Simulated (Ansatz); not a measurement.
Reaction (SMILES): B=[N] (BH-N) → B atom + H atom + N atom
B3LYP-D3(BJ)/def2-TZVP geometries, fixed; electronic energies without zero-point terms.

Core correlation in the atomisation energy at CCSD(T) with Ansatz (a program for electronic structure), in kcal/mol: frozen core against all electrons. Core-valence sets carry the plain set on hydrogen. Open shells are unrestricted.

```json
[
 {"basis": "cc-pVDZ", "functions, most": "33", "frozen core": "191.41"},
 {"basis": "cc-pCVDZ", "functions, most": "41", "frozen core": "191.98"},
 {"basis": "cc-pVTZ", "functions, most": "74", "frozen core": "206.35"},
 {"basis": "cc-pwCVTZ", "functions, most": "100", "frozen core": "207.24"},
 {"basis": "cc-pCVTZ", "functions, most": "100", "frozen core": "206.74"},
 {"basis": "cc-pVQZ", "functions, most": "140", "frozen core": "211.74"},
 {"basis": "cc-pwCVQZ", "functions, most": "198", "frozen core": "212.00"},
 {"basis": "cc-pCVQZ", "functions, most": "198", "frozen core": "211.85"}
]
```

Question: How large is the core term in each set?

Answer: The largest core-valence set, cc-pCVQZ, gives a core term of 1.56 kcal/mol; the valence set cc-pVQZ, which lacks functions for the core, gives 3.08. By row: cc-pVDZ 0.76, cc-pCVDZ 0.72, cc-pVTZ 4.93, cc-pwCVTZ 1.48, cc-pCVTZ 1.19, cc-pVQZ 3.08, cc-pwCVQZ 1.65, cc-pCVQZ 1.56.
